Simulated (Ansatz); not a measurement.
Species: C7H15 (charge 0, doublet). It need not be the lowest isomer of its formula. 
Geometry from a B3LYP-D3(BJ)/def2-TZVP (Ansatz, a quantum-chemistry and plane-wave program) optimisation:
```
C
H 1 1.0951
H 1 1.0961 2 106.18
C 1 1.5334 2 108.77 3 -116.39
H 4 1.0950 1 108.30 2 -62.28
C 4 1.5290 5 108.02 1 122.03
H 6 1.0908 4 112.16 5 -57.17
H 6 1.0920 7 107.56 4 -122.14
H 6 1.0939 7 107.75 8 -115.85
C 4 1.5296 5 107.47 6 119.31
H 10 1.0920 4 111.24 5 -59.71
H 10 1.0920 11 107.98 4 -122.39
H 10 1.0937 11 107.71 12 -116.08
C 1 1.5390 2 108.08 3 116.07
H 14 1.1026 1 107.32 2 -178.45
C 14 1.4881 15 107.57 1 -119.08
H 16 1.0820 14 120.87 15 -87.19
H 16 1.0821 17 117.92 14 -172.18
C 14 1.5330 15 107.04 16 -119.77
H 19 1.0904 14 111.71 15 -55.25
H 19 1.0916 20 107.70 14 -121.79
H 19 1.0927 20 108.10 21 -116.34
```
Charge 0, spin multiplicity 2.

Total electronic energies in hartree. Cores are frozen in the correlated levels unless marked. UHF or UKS for open shells. No spin-orbit coupling. Non-relativistic. Basis-set limits of correlation are two-point, X^-3; Hartree-Fock from the larger set. [CCSD(T)-MP2]/basis is that difference in the basis named.

```json
[
 {"level": "HF/STO-3G", "program": "Ansatz", "energy (Eh)": "-270.55655"},
 {"level": "HF/cc-pVTZ", "program": "Ansatz", "energy (Eh)": "-273.86282"},
 {"level": "RI-HF/cc-pVTZ", "program": "Ansatz", "energy (Eh)": "-273.86274"},
 {"level": "PBE-D4/def2-TZVPD", "program": "Ansatz + dftd4", "energy (Eh)": "-275.43199"},
 {"level": "BLYP-D3(BJ)/def2-TZVPD", "program": "Ansatz + dftd3", "energy (Eh)": "-275.67700"},
 {"level": "PBE0/def2-SVP", "program": "Ansatz", "energy (Eh)": "-275.18186"},
 {"level": "PBE0-D4/def2-TZVP", "program": "Ansatz + dftd4", "energy (Eh)": "-275.48749"},
 {"level": "BHLYP-D3(BJ)/def2-TZVPD", "program": "Ansatz + dftd3", "energy (Eh)": "-275.66285"},
 {"level": "BHLYP-D4/def2-TZVPD", "program": "Ansatz + dftd4", "energy (Eh)": "-275.65829"},
 {"level": "r2SCAN0/def2-TZVPD", "program": "Ansatz", "energy (Eh)": "-275.62713"},
 {"level": "HSE06-D4/def2-TZVPD", "program": "Ansatz + dftd4", "energy (Eh)": "-275.46909"},
 {"level": "CAM-B3LYP-D3(BJ)/def2-TZVPD", "program": "Ansatz + dftd3", "energy (Eh)": "-275.66541"},
 {"level": "wB97M-V/def2-TZVPD", "program": "Ansatz", "energy (Eh)": "-275.64897"},
 {"level": "B2GP-PLYP-D3(BJ)/def2-TZVPD", "program": "Ansatz + dftd3", "energy (Eh)": "-275.48981"},
 {"level": "B2GP-PLYP/def2-TZVPD", "program": "Ansatz", "energy (Eh)": "-275.47996"},
 {"level": "B2PLYP/def2-TZVPD", "program": "Ansatz", "energy (Eh)": "-275.53476"},
 {"level": "MP2/STO-3G", "program": "Ansatz", "energy (Eh)": "-270.90206"},
 {"level": "MP2/cc-pVTZ", "program": "Ansatz", "energy (Eh)": "-275.07209"},
 {"level": "SCS-MP2/STO-3G", "program": "Ansatz", "energy (Eh)": "-270.93892"},
 {"level": "SCS-MP2/cc-pVDZ", "program": "Ansatz", "energy (Eh)": "-274.77760"},
 {"level": "CCSD/STO-3G", "program": "Ansatz", "energy (Eh)": "-271.01816"},
 {"level": "CCSD(T)/cc-pVDZ", "program": "Ansatz", "energy (Eh)": "-274.90898"},
 {"level": "RI-MP2/CBS(cc-pVTZ,cc-pVQZ)+[CCSD(T)-MP2]/cc-pVTZ", "program": "Ansatz", "energy (Eh)": "-275.3482"}
]
```

Totals of different functionals don't rank their quality; only differences between species are comparable.
